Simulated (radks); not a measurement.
Results of a calculation; reference values are marked as such.
Valence configurations of Dy (all share [Xe]). Code: a radial shooting solver on a logarithmic mesh with Libxc functionals. Model: Dirac Kohn-Sham, PBE, spin-unpolarised, spherical densities, point nucleus; open shells are shared between the two j in proportion to 2j + 1. Energies are relative to 4f10 6s2; eigenvalues in eV.

| valence | E (eV) | e(4f5/2) | e(4f7/2) | e(5d3/2) | e(5d5/2) | e(6p1/2) |
|---|---|---|---|---|---|---|
| 4f10 6s2 | 0.000 | -3.599 | -2.722 | - | - | - |
| 4f10 5d0.5 6s1.5 | 1.302 | -3.184 | -2.308 | -1.093 | -0.923 | - |
| 4f10 6s1.5 6p0.5 | 1.309 | -4.326 | -3.449 | - | - | -1.655 |
| 4f10 5d1 6s1 | 2.628 | -2.917 | -2.041 | -0.993 | -0.835 | - |
| 4f9 5d1 6s2 | 4.309 | -9.693 | -8.753 | -2.486 | -2.201 | - |
| 4f9 5d0.5 6s2 6p0.5 | 4.935 | -11.239 | -10.298 | -3.525 | -3.207 | -1.985 |
| 4f9 6s2 6p1 | 5.873 | -12.900 | -11.958 | - | - | -2.438 |
| 4f9 5d0.5 6s1 6p1.5 | 8.164 | -12.562 | -11.620 | -4.551 | -4.209 | -2.552 |

NIST lists [Xe] 4f10 6s2 as the ground configuration; this level of theory agrees among the configurations tried. The energies are those of spherical spin-averaged densities, not of single terms. No valid solution was reached for [Xe] 4f11 6s1; [Xe] 4f12.
